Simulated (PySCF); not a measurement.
# Spinor energies of Co(19+) (cobalt, charge +19)

Start: [He] 2s2 2p4; 2p1/2 filled at m_j = -1/2, +1/2; 2p3/2 filled at m_j = +1/2, +3/2. Calculated with PySCF 2.14 in an uncontracted even-tempered set (18 s from 4.6 bohr⁻², ratio 2.4; 11 p from 6 bohr⁻², ratio 2.4; 5 d from 25 bohr⁻², ratio 2.6; 5 f from 37 bohr⁻², ratio 2.6): generalised Hartree-Fock with the X2C-1e Hamiltonian and a Gaussian nucleus; one run each with spin-orbit coupling (SO) switched off, then screened by Boettger's factors.

```json
{"spinor shell": "1s1/2", "electrons": "2", "ε, spin-free (eV)": "-8666.2", "ε, screened SO (eV)": "-8665.3", "weight of nominal j (screened SO)": "1.000", "rms radius, screened SO (bohr)": "0.0646"}
{"spinor shell": "2s1/2", "electrons": "2", "ε, spin-free (eV)": "-1723.4", "ε, screened SO (eV)": "-1723.1", "weight of nominal j (screened SO)": "1.000", "rms radius, screened SO (bohr)": "0.264"}
{"spinor shell": "2p1/2", "electrons": "2", "ε, spin-free (eV)": "-1618.5", "ε, screened SO (eV)": "-1629.0", "weight of nominal j (screened SO)": "0.771", "rms radius, screened SO (bohr)": "0.232"}
{"spinor shell": "2p3/2", "electrons": "2", "ε, spin-free (eV)": "-1618.5", "ε, screened SO (eV)": "-1611.0", "weight of nominal j (screened SO)": "0.807", "rms radius, screened SO (bohr)": "0.234"}
```

```
   quantity    spin-free  screened SO
E (hartree)  -1140.35193  -1140.66692
        M_J            2            2
       ⟨J²⟩        6.000        6.000
       ⟨L²⟩        2.000        2.451
       ⟨S²⟩        2.000        1.775
```

Each row is a mean over spinors that exchange with the open shell spreads, by up to 36.462 eV (2s1/2).

Rows whose weight is well below 1 are mixtures of j = l ± 1/2: exchange outweighs spin-orbit coupling there, and the label is only the starting occupation.

Without spin-orbit coupling the j labels of p, d and f shells carry no meaning; the spin-free column gives the mean over the occupied spinors of each nl shell.
